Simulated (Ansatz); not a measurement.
`[OH][Ga]([Cl])[Br]` + HBr → `[Cl][Ga]([Br])[Br]` + H₂O at 700 K and 1 bar (ligand exchange at a Ga–O bond).

Computed with Ansatz on PBE0-D4/def2-TZVP structures; ΔE is electronic, products minus reactants. CCSD(T)/CBS is the MP2 limit (def2-TZVPP, def2-QZVPP) plus CCSD(T) − MP2 in def2-TZVPP, frozen cores. This one scheme is used for every species. For Br, Ga outer-core shells are correlated without core-valence functions, which leaves a few kJ/mol of doubt a bond. Scalar relativity is left out up to krypton. Each species was taken in one conformer, which may not be the lowest.

| species | CCSD(T)/CBS energy (Eh) | H − E (kJ/mol) | S (J/(mol·K)) |
| --- | --- | --- | --- |
| `[OH][Ga]([Cl])[Br]` | -5032.95761 | 96.6 | 423.1 |
| HBr | -2573.91920 | 36.5 | 223.7 |
| `[Cl][Ga]([Br])[Br]` | -7530.52317 | 59.1 | 426.4 |
| H₂O | -76.37941 | 80.5 | 218.4 |

H − E and S are ideal-gas, rigid-rotor, harmonic terms from PBE0-D4/def2-TZVP, for one conformer and one mirror image of each species. 1 Eh = 2625.50 kJ/mol, R = 8.31446 J/(mol·K).

Problem. By hand: ΔE, ΔH, ΔS and ΔG.

Solution. ΔE = (-7530.52317) + (-76.37941) − (-5032.95761) − (-2573.91920) = -0.02577 Eh = -67.7 kJ/mol. Δ(H − E) = 59.1 + 80.5 − 96.6 − 36.5 = 6.5, so ΔH = -61.2 kJ/mol. ΔS = 426.4 + 218.4 − 423.1 − 223.7 = -2.0 J/(mol·K). ΔG = -61.2 − 700 × (-2.0)/1000 = -59.8 kJ/mol.

Problem. By hand: the equilibrium constant, and the temperature at which ΔG would vanish if ΔH and ΔS stayed fixed.

Solution. log₁₀ K = −ΔG/(RT ln 10) = 4.5. ΔG = 0 at ΔH/ΔS = 30600 K, far beyond where these terms or the molecules hold.

The number of gas molecules stays the same, so ΔS is small and ΔH decides. A doubt of 5 kJ/mol in ΔE shifts log₁₀ K by 0.4 here. Other conformers and mirror images would add mixing entropy, several J/(mol·K) or more a flexible species. These are equilibria of isolated gas molecules and say nothing of rates. Largest T1 diagnostic: 0.011 (customary marks: 0.02 for closed shells, 0.045 for open ones).
